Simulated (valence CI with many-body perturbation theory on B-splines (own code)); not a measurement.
Ladder of approximations for N

Computed by valence CI with perturbative core correlation (CI+MBPT): five valence electrons over a frozen Dirac-Fock core [He], radial functions for each j: 9 s, 9 p, 8 d, 6 f, 3 g, 1 h, with the one-electron correlation potential Σ1 (screened to all orders), the two-electron term Σ2, the three-electron term Σ3, Breit, model QED; selected single and double excitations, second order for the rest, scaled by the run's own slope (own B-spline code, finite nucleus).

Against 40 measured levels this calculation errs by 83 cm⁻¹ on average and by 191 at most. These come from a selection out of the NIST Handbook of Basic Atomic Spectroscopic Data. Levels without a partner in it may be off by more. Among the levels kept, up to 2300 cm⁻¹ of a level comes from second order outside the variational space, and about a tenth of that is noise between levels of different J, which matters for small intervals.

Each rung adds one term. CI alone is the Dirac-Coulomb CI over the frozen core; QED comes last and gives the full result, which names the levels. Energies are above 2s2.2p3 4S°_3/2 on the same rung, in cm⁻¹.

```tsv
Level	CI alone
2s2.2p3 2D°_5/2	19316
2s2.2p3 2D°_3/2	19321
2s2.2p3 2P°_3/2	28901
2s2.2p3 2P°_1/2	28898
2s2.2p2.3s 4P_1/2	82966
2s2.2p2.3s 4P_3/2	83020
2s2.2p2.3s 4P_5/2	83083
2s2.2p2.3s 2P_1/2	85787
2s2.2p2.3s 2P_3/2	85888
2s.2p4 4P_1/2	88526
2s.2p4 4P_5/2	88505
2s.2p4 4P_3/2	88530
2s2.2p2.3p 2S°_1/2	93276
2s2.2p2.3p 4D°_1/2	94437
2s2.2p2.3p 4D°_3/2	94470
2s2.2p2.3p 4D°_5/2	94511
```

Task: What do these energies become with core correlation, Breit and QED?

Result: 2s2.2p3 2D°_5/2 19366 (+50); 2s2.2p3 2D°_3/2 19378 (+57); 2s2.2p3 2P°_3/2 29028 (+127); 2s2.2p3 2P°_1/2 29030 (+131); 2s2.2p2.3s 4P_1/2 83186 (+221); 2s2.2p2.3s 4P_3/2 83231 (+211); 2s2.2p2.3s 4P_5/2 83277 (+194); 2s2.2p2.3s 2P_1/2 86051 (+264); 2s2.2p2.3s 2P_3/2 86140 (+252); 2s.2p4 4P_1/2 88224 (-302); 2s.2p4 4P_5/2 88229 (-276); 2s.2p4 4P_3/2 88262 (-268); 2s2.2p2.3p 2S°_1/2 93514 (+238); 2s2.2p2.3p 4D°_1/2 94690 (+252); 2s2.2p2.3p 4D°_3/2 94724 (+253); 2s2.2p2.3p 4D°_5/2 94760 (+249).

Task: How does the ionisation energy move along the ladder, and which term matters most?

Result: CI alone 14.479, + Σ1 14.530, + Σ2 14.525, + Σ3 14.513, + Breit 14.514, + QED 14.515 eV. The largest step is Σ1, 0.051 eV. NIST lists 14.5341 eV (measured).
